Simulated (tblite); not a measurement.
Species: C₅H₉Se (doublet state).
Numbering: `[CH3:1][CH2:2][C:3]([CH3:4])[CH:5]=[Se:6]` (hydrogens: H7, H8, H9 on C1; H10, H11 on C2; H12, H13, H14 on C4; H15 on C5)
Bond orders are those of one Lewis drawing.

Computed with GFN2-xTB (tblite), gas phase: L-BFGS steps from a force-field or distance-geometry start until the largest atomic force falls under 0.01 eV/Å.

Step 65: E = -501.3404 eV
```
atom  x, y, z in Å  |  force x, y, z in eV/Å
C1      1.7836   -0.4917    0.4662   -0.048   0.026   0.005
C2      0.8531    0.2692   -0.5000   -0.020   0.029  -0.015
C3     -0.5571    0.3360    0.0069    0.019  -0.070  -0.003
C4     -1.3396   -0.9312   -0.0402   -0.010   0.005  -0.007
C5     -1.0524    1.4826    0.5023   -0.019  -0.011  -0.018
Se6    -2.7649    1.7265    1.1969   -0.039   0.033   0.025
H7      2.5020    0.1887    0.9136   -0.006  -0.002   0.038
H8      2.3343   -1.2741   -0.0465    0.007  -0.006  -0.039
H9      1.2138   -0.9517    1.2693    0.019  -0.004  -0.002
H10     0.8437   -0.2230   -1.4743    0.014  -0.067   0.004
H11     1.2301    1.2787   -0.6515    0.056   0.078  -0.011
H12    -1.0453   -1.5865    0.7795    0.013  -0.030  -0.003
H13    -2.4019   -0.7259    0.0616   -0.045  -0.015   0.009
H14    -1.1630   -1.4635   -0.9731    0.012   0.011   0.012
H15    -0.4409    2.3740    0.5247    0.046   0.023   0.005
```

Step 66: E = -501.3412 eV
```
atom  x, y, z in Å  |  force x, y, z in eV/Å
C1      1.7825   -0.4841    0.4721   -0.028   0.020  -0.013
C2      0.8522    0.2649   -0.5070    0.022   0.018  -0.014
C3     -0.5573    0.3327    0.0020    0.006  -0.008   0.017
C4     -1.3441   -0.9318   -0.0481   -0.014  -0.003  -0.002
C5     -1.0471    1.4784    0.5074   -0.012  -0.022  -0.026
Se6    -2.7565    1.7237    1.2149    0.004   0.025   0.005
H7      2.4976    0.2036    0.9157   -0.019  -0.020   0.014
H8      2.3379   -1.2727   -0.0302   -0.027   0.045  -0.011
H9      1.2121   -0.9359    1.2804    0.019   0.002  -0.030
H10     0.8463   -0.2401   -1.4764    0.011  -0.038   0.053
H11     1.2295    1.2749   -0.6686    0.026   0.016  -0.004
H12    -1.0442   -1.5949    0.7646   -0.001  -0.010  -0.025
H13    -2.4057   -0.7222    0.0637   -0.012  -0.033   0.006
H14    -1.1752   -1.4574   -0.9869    0.000   0.018   0.027
H15    -0.4324    2.3690    0.5318    0.024  -0.010   0.004
```

Step 67: E = -501.3416 eV
```
atom  x, y, z in Å  |  force x, y, z in eV/Å
C1      1.7820   -0.4805    0.4744   -0.002   0.032  -0.013
C2      0.8519    0.2635   -0.5092    0.029   0.005  -0.001
C3     -0.5578    0.3305    0.0004    0.004   0.003   0.014
C4     -1.3467   -0.9325   -0.0516   -0.004  -0.009   0.006
C5     -1.0450    1.4759    0.5089   -0.024  -0.009  -0.021
Se6    -2.7518    1.7246    1.2249    0.027   0.016  -0.008
H7      2.4960    0.2101    0.9173   -0.032  -0.033  -0.003
H8      2.3391   -1.2704   -0.0246   -0.030   0.054  -0.004
H9      1.2125   -0.9298    1.2846    0.008  -0.003  -0.031
H10     0.8484   -0.2465   -1.4761    0.006  -0.027   0.059
H11     1.2294    1.2734   -0.6737    0.012   0.001  -0.007
H12    -1.0453   -1.5992    0.7580   -0.005  -0.003  -0.031
H13    -2.4079   -0.7216    0.0638   -0.004  -0.034   0.004
H14    -1.1804   -1.4550   -0.9925   -0.004   0.018   0.026
H15    -0.4287    2.3656    0.5307    0.019  -0.010   0.011
```

Step 68: E = -501.3422 eV
```
atom  x, y, z in Å  |  force x, y, z in eV/Å
C1      1.7803   -0.4732    0.4784    0.020   0.013  -0.010
C2      0.8515    0.2611   -0.5134    0.034   0.010   0.001
C3     -0.5582    0.3273   -0.0022    0.010   0.021   0.002
C4     -1.3505   -0.9334   -0.0572    0.001  -0.009   0.011
C5     -1.0407    1.4713    0.5130   -0.014   0.028  -0.021
Se6    -2.7432    1.7246    1.2378    0.030   0.009  -0.011
H7      2.4917    0.2202    0.9207   -0.023  -0.021  -0.018
H8      2.3392   -1.2655   -0.0153   -0.027   0.060   0.010
H9      1.2115   -0.9177    1.2913   -0.010  -0.013  -0.034
H10     0.8512   -0.2596   -1.4750   -0.001  -0.009   0.066
H11     1.2301    1.2708   -0.6860   -0.021  -0.040  -0.002
H12    -1.0454   -1.6057    0.7464   -0.005  -0.004  -0.031
H13    -2.4108   -0.7215    0.0652    0.006  -0.032   0.003
H14    -1.1899   -1.4503   -1.0021   -0.006   0.013   0.019
H15    -0.4211    2.3597    0.5338    0.004  -0.027   0.016
```

Problem. Estimate the geometry and energy of step 69. (The exact step hangs on the optimiser's Hessian estimate; all steps are aligned on step 68, rigid shifts and turns removed.)

Solution. E = -501.3428 eV, largest force 0.054 eV/Å
```
atom  x, y, z in Å  |  force x, y, z in eV/Å
C1      1.7790   -0.4661    0.4828    0.034   0.026   0.005
C2      0.8511    0.2583   -0.5164    0.018  -0.002   0.010
C3     -0.5591    0.3247   -0.0059    0.002   0.029   0.005
C4     -1.3546   -0.9338   -0.0637    0.012  -0.011   0.014
C5     -1.0367    1.4678    0.5159   -0.011   0.037  -0.023
Se6    -2.7329    1.7257    1.2522    0.023   0.003  -0.014
H7      2.4873    0.2311    0.9242   -0.021  -0.019  -0.031
H8      2.3393   -1.2590   -0.0065    0.000   0.041   0.009
H9      1.2118   -0.9078    1.2977   -0.034  -0.022  -0.028
H10     0.8541   -0.2733   -1.4715   -0.006   0.002   0.050
H11     1.2290    1.2669   -0.6970   -0.030  -0.045  -0.005
H12    -1.0449   -1.6105    0.7341   -0.001  -0.013  -0.025
H13    -2.4143   -0.7240    0.0660    0.007  -0.014   0.004
H14    -1.2000   -1.4455   -1.0120   -0.003   0.008   0.007
H15    -0.4134    2.3535    0.5358    0.008  -0.018   0.021
```

The energy changes by -0.0006 eV. The first-order estimate −F·Δx gives -0.0009 eV and the mean of the old and new forces, exact on a quadratic surface, -0.0006 eV. The step makes an angle of 82° with the force vector and moves no atom by more than 0.018 Å.

What follows is the cost of the whole relaxation. Time: 2.4 s. Hardware: one thread, Intel Xeon at 2.50 GHz (x86_64), no GPU, shared host.
